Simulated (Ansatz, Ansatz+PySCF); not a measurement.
```yaml
atoms:
  - { symbol: N, position_ang: [0.0000, 0.0000, -0.1308] }
  - { symbol: H, position_ang: [0.0000, 0.0000, 0.9159] }
  - { symbol: Li, position_ang: [30.0000, 0.0000, -1.4381] }
  - { symbol: H, position_ang: [30.0000, 0.0000, 4.3142] }
```

Basis set: 6-31G (spherical functions). Correlated methods keep 1 orbital frozen. Charge 0, multiplicity 3.

Computed with Ansatz (development build ahead of 0.2.0); each method stands on the lowest determinant of its kind that the runs found.

The atomization energy at this shape (free ground-state atoms in the same class of orbitals less the molecule, no zero-point energy) of triplet LiNH₂ in separate pieces:

| method | atomization energy |
| --- | --- |
| UHF-CCSD(T) | 2.58 eV |
| UHF-MP2 | 2.42 eV |

(1) What does UHF give?

Results:

(1) 1.62 eV. Caution: the unrestricted determinant is a mixture of spin states. Caution for UHF-CCSD(T): another reference gives a lower total.

This basis has no polarisation functions and is too small for such energies, which can lie far from measured ones in either direction.
